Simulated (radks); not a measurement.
The numbers below are computed, except where a source is named.
Task: Species: Cr V. Configuration: [Ar] 3d2. Level of theory: Dirac Kohn-Sham, PBE, spin-unpolarised, spherical densities, finite nucleus; open shells fill j = l - 1/2 first; Fermi nuclear charge, rms radius 3.6452 fm (a radial shooting solver on a logarithmic mesh with Libxc functionals). Some entries of the table are withheld. Estimate them.

orbital,occ.,eigenvalue (hartree),<r> (bohr),<r^2> (bohr^2)
1s1/2,2,-218.3281,0.06356,0.005433
2s1/2,2,-26.82572,0.2929,0.1014
2p1/2,2,-23.12088,0.2579,(1)
2p3/2,4,-22.80343,0.2608,(2)
3s1/2,2,-4.87817,0.8753,0.8798
3p1/2,2,-3.82869,(3),0.9716
3p3/2,4,-3.78752,(4),0.9870
3d3/2,2,-2.13337,(5),1.274
3d5/2,0,-2.12872,(6),1.279

Result: 
(1) 2p1/2 <r^2> (bohr^2): 0.08198
(2) 2p3/2 <r^2> (bohr^2): 0.08367
(3) 3p1/2 <r> (bohr): 0.9122
(4) 3p3/2 <r> (bohr): 0.9195
(5) 3d3/2 <r> (bohr): 1.020
(6) 3d5/2 <r> (bohr): 1.022
